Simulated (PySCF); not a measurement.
Ga(Cl)(vinyl)(NH2) (C2H5ClGaN), SMILES [NH2][Ga]([CH]=C)[Cl]. Atoms are numbered in the order given.

```xyz
10

Ga     0.0877     0.0831     0.1006
Cl    -1.9990     0.1782     0.6543
C      0.6344    -0.9143    -1.4624
C      1.9172    -1.0182    -1.8445
H     -0.1332    -1.4188    -2.0639
H      2.2171    -1.5881    -2.7339
H      2.7365    -0.5412    -1.2916
N      1.1647     0.9950     1.2190
H      0.8100     1.4984     2.0246
H      2.1709     1.0755     1.1317
```

The structure is a stationary point at r2SCAN-D4/def2-SVP. The structure was generated by enumeration; whether it is a known compound was not checked. Other conformers were not sampled.

Method: IEF-PCM-B3LYP/def2-SVP in PySCF.

The values are the electrostatic part of the solvation free energy, E(continuum) − E(gas) at the gas-phase geometry, in a cavity of scaled van der Waals radii (PySCF's table); cavitation and dispersion terms are not included. A continuum can't describe solvent molecules that bind to the metal. In vacuum the orbital gap is 5.79 eV. The dipole moment in vacuum is 2.94 D.

```
solvent              ε  ΔG(elec) (kcal/mol)  dipole (D)  gap (eV)
---------------  -----  -------------------  ----------  --------
water            78.36                 -5.1        3.76      5.81
acetone          20.49                 -4.8        3.71      5.81
dichloromethane   8.93                 -4.3        3.63      5.81
```
